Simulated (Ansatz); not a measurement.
Born–Oppenheimer molecular dynamics of GaH3 (4 atoms, charge 0, multiplicity 1). It starts at the highest image of a converged band, a first-order saddle point between two minima.

Level of theory: Ansatz 0.2.0, RKS PBE-D4/def2-TZVP.

```yaml
ensemble: NVE (velocity Verlet)
time_step: 0.5 fs
steps_asked: 200
starting_velocities_drawn_for: 300 K
seed: 8711
```

First frame:

```xyz
4
Properties=species:S:1:pos:R:3
Ga 0.395 0.001 -0.544
H 0.555 -0.001 1.276
H 1.732 0.001 0.272
H -1.103 -0.001 -0.092
```

Q: How far do the bonds stretch over the last three quarters of this one trajectory? (Pairs bonded in most of those frames.)

A: 
```tsv
bond	mean (Å)	spread (Å)	shortest	longest
Ga1–H4	1.720	0.031	1.67	1.76
H2–H3	0.798	0.124	0.61	0.97
```

Pairs bonded in part of these frames only: H2–H3 67 %.

Mean temperature of the second half: 4635 K. The conserved energy stayed within 4.2 meV per atom of its start (net change -1.5 meV per atom), so the integration is sound. The kinetic energy rose, since the run started high on the potential surface and went downhill. It ends in pieces (GaH + H2), so much of that is their flight and rotation, not heat. A run of 0.1 ps of so small a system gives no equilibrium averages. The orbitals stay closed-shell, which can raise the energy where a bond breaks towards radicals; this wasn't checked here.

Time of the run: 2.5 min on 1 thread of Intel(R) Xeon(R) Platinum 8259CL CPU @ 2.50GHz (Skylake/Cascade Lake) (shared host), peak memory 0.12 GiB.
